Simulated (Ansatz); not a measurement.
C₂H₂BFO, SMILES `C#CB(O)F`. The species carries charge 0 and has multiplicity 1. The structure was optimised at the PBE0-D4/def2-TZVP level. It is one conformer, not always the lowest.

```xyz
7

C     1.786    0.201    0.328
C     0.664   -0.088   -0.001
B    -0.779   -0.423   -0.394
O    -1.838    0.291    0.037
F    -1.024   -1.451   -1.190
H     2.783    0.448    0.612
H    -1.592    1.022    0.609
```

**Question.** What is the dipole moment at r2SCAN/def2-TZVPP? (An estimate is asked.)

**Answer.** The calculation gave: 2.87 D, with components (1.45, 1.91, 1.58) D in this frame, pointing from negative to positive charge.

**Question.** And with PBE, B3LYP, ωB97M-V? (Best estimate.)

**Answer.** Computed: PBE 2.76 D, B3LYP 2.92 D, ωB97M-V 2.90 D.

**Question.** Give the Mulliken charges with r2SCAN, PBE, ωB97M-V in def2-TZVPP. (Estimate.)

**Answer.** Ansatz gave: 
```
atom  r2SCAN    PBE  ωB97M-V
  C1   -0.06  -0.09     0.02
  C2   -0.29  -0.25    -0.34
  B3    0.43   0.32     0.37
  O4   -0.27  -0.21    -0.24
  F5   -0.26  -0.20    -0.24
  H6    0.24   0.22     0.24
  H7    0.22   0.21     0.19
```

B3LYP here is the variant with VWN-RPA as its local correlation; programs differ in this.
